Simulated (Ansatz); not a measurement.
Species: bromoborane, sum formula BH$_{2}$Br, charge 0, multiplicity 1. 
Structure (B3LYP-D3(BJ)/def2-TZVP (Ansatz, a quantum-chemistry and plane-wave program) minimum search):
SMILES: BBr
```xyz
4

B     -1.5458     0.1038    -0.1796
Br     0.3404    -0.0229     0.0396
H     -1.9662     0.9940    -0.8363
H     -2.2187    -0.7130     0.3500
```
Charge 0, spin multiplicity 1.

Quantity: vertical electron affinity (to the doublet state of charge -1; a negative value means that the extra electron is unbound and the number depends on the basis; each state is the SCF solution reached for its spin), in eV. Valence correlation only, unless marked. Open shells are spin-unrestricted. No spin-orbit coupling. The frozen core is the preceding noble-gas configuration, with the filled d and f shells of earlier blocks. Non-relativistic. Anions need diffuse functions: aug- sets have them; def2-D sets add few. CBS marks a two-point X^-3 extrapolation of the correlation energy; Hartree-Fock from the larger set. The bracket is a focal-point correction in the basis named.

```csv
level,program,vertical electron affinity (eV),minus last row
PBE/def2-TZVPD,Ansatz,0.13,0.05
B3LYP/def2-TZVPD,Ansatz,0.07,-0.01
MP2/def2-QZVPPD,Ansatz,-0.03,-0.11
"MP2/CBS(aug-cc-pVTZ,aug-cc-pVQZ)",Ansatz,0.06,-0.02
"RI-MP2/CBS(def2-TZVPPD,def2-QZVPPD)",Ansatz,0.00,-0.08
SCS-MP2/aug-cc-pVDZ,Ansatz,-0.20,-0.28
SCS-MP2/aug-cc-pVQZ,Ansatz,-0.09,-0.17
CCSD/aug-cc-pVDZ,Ansatz,-0.10,-0.18
CCSD/aug-cc-pVTZ,Ansatz,-0.03,-0.11
CCSD/def2-TZVPPD,Ansatz,-0.11,-0.19
CCSD/aug-cc-pVQZ,Ansatz,0.01,-0.07
CCSD/def2-QZVPPD,Ansatz,-0.05,-0.13
CCSD(T)/aug-cc-pVDZ,Ansatz,-0.07,-0.15
CCSD(T)/aug-cc-pVTZ,Ansatz,0.02,-0.06
CCSD(T)/def2-TZVPPD,Ansatz,-0.08,-0.16
CCSD(T)/def2-QZVPPD,Ansatz,0.00,-0.08
"RI-MP2/CBS(aug-cc-pVTZ,aug-cc-pVQZ)+[CCSD(T)-MP2]/aug-cc-pVTZ",Ansatz,0.07,-0.01
"RI-MP2/CBS(def2-TZVPPD,def2-QZVPPD)+[CCSD(T)-MP2]/def2-TZVPPD",Ansatz,0.03,-0.05
"RI-MP2/CBS(aug-cc-pVTZ,aug-cc-pVQZ)+[CCSD(T)-MP2]/aug-cc-pVQZ",Ansatz,0.08,0.00
"CCSD(T)/CBS(def2-TZVPPD,def2-QZVPPD)",Ansatz,0.04,-0.04
"CCSD(T)/CBS(aug-cc-pVTZ,aug-cc-pVQZ)",Ansatz,0.08,0.00
```
